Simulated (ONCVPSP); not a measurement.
# What one change does to a pseudopotential (tungsten, ONCV)

```json
{
 "Element": "W (Z = 74)",
 "Generator": "ONCVPSP 4.0.1",
 "Type": "optimised norm-conserving Vanderbilt (ONCV)",
 "Functional": "revPBE",
 "Relativity": "scalar-relativistic",
 "Frozen core": "[Kr] 4d10 4f14",
 "Valence charge": "14",
 "Reference configuration": "5s2 5p6 5d4.5 6s1.5",
 "Partial waves": "5s+6s: rc 1.85 bohr, ncon 5, nbas 10, qcut 5.7 1/bohr, 2 projectors; 5p: rc 1.65 bohr, ncon 3, nbas 6, qcut 9.5 1/bohr, 2 projectors, debl 2 Ha; 5d: rc 2.05 bohr, ncon 3, nbas 7, qcut 8.2 1/bohr, 2 projectors, debl 3.3 Ha; f scattering state at 0.38 Ha: rc 2.25 bohr, ncon 4, nbas 7, qcut 4.4 1/bohr, 2 projectors, debl 1.5 Ha",
 "Local potential": "polynomial inside 1.50 bohr (lpopt 3, dvloc0 0 Ha)",
 "Core correction": "Teter function, fcfact 3.25, rcfact 1.05"
}
```

Change: local potential polynomial inside 1.60 bohr (lpopt 5, dvloc0 0 Ha).

Cutoffs: the cutoffs (Ha) at which the residual kinetic energy of the hardest occupied pseudo-wave falls to 1 and 0.1 mHa per electron; they do not see the model core or the augmentation charge, which bear on the density cutoff. Errors are all-electron minus pseudo energies relative to the spin-unpolarised reference configuration.

Predict the effect on cutoff, ghosts and configuration errors.

The potential gets neither clearly harder nor softer (28 Ha and 36 Ha → 28 Ha and 36 Ha); the errors of the 4 common tests hardly move; the range in which the p phases agree narrows (upper end at the end of the scan → 2.9); neither file shows a bound ghost.

```tsv
quantity	base	changed
cutoff, loose	28 Ha	28 Ha
cutoff, tight	36 Ha	36 Ha
bound ghosts	none	none
GHOST(+) flags under 300 eV	none	none
error for 5s2 5p6 5d4 6s2, meV [ΔE -0.69 eV]	+0.8	+0.8
error for 5s2 5p6 5d4 6s1, meV [ΔE 8.12 eV]	-1.0	-1.0
error for 5s2 5p6 5d4 6s0, meV [ΔE 23.66 eV]	-2.7	-2.6
error for 5s2 5p5 5d4 6s2, meV [ΔE 48.21 eV]	-111	-115
s: phases at 1.87 bohr within 0.05 rad from the reference energy up to (Ha; the scan ends near 5)	to the end of the scan	to the end of the scan
p: phases at 1.67 bohr within 0.05 rad from the reference energy up to (Ha; the scan ends near 5)	to the end of the scan	2.9
d: phases at 2.09 bohr within 0.05 rad from the reference energy up to (Ha; the scan ends near 5)	to the end of the scan	to the end of the scan
f: phases at 2.28 bohr within 0.05 rad from the reference energy up to (Ha; the scan ends near 5)	3.7	3.7
rms error of d²Exc/dni dnj with the model core, mHa	2.85	2.85
```
